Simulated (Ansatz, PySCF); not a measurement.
Pair of molecules: N2 (SMILES N#N) (first 2 atoms) with HI (SMILES I); geometry from B3LYP-D3(BJ)/def2-TZVP.
(charge 0, multiplicity 1):
```xyz
4

N      0.1017     0.1100    -1.0051
N      0.2101     0.1195     0.0801
I      0.5059     0.1592     4.2894
H      0.4214     0.1429     2.6765
```

Monomers are frozen at their geometry in the pair; levels with a basis set take the counterpoise correction. Rows marked so take none.

Rows in 3-21G carry no dispersion term and start afresh at each structure; the Pople sets are all-electron and without relativity.

Codes used: Ansatz (a first-principles code) with Gaussian orbitals; PySCF for 3-21G rows, the dispersion terms.  In def2 rows elements past Kr take small-core potentials, without spin–orbit coupling.

Problem. One of these levels gives -1.56 kcal/mol for the interaction energy. Name it.
(A) r2SCAN-D4/def2-TZVPPD
(B) B3LYP/3-21G (no counterpoise)
(C) PBE-D4/def2-TZVPPD

Solution. B, B3LYP/3-21G (no counterpoise). The others give -1.00 (PBE-D4/def2-TZVPPD), -0.49 (r2SCAN-D4/def2-TZVPPD)
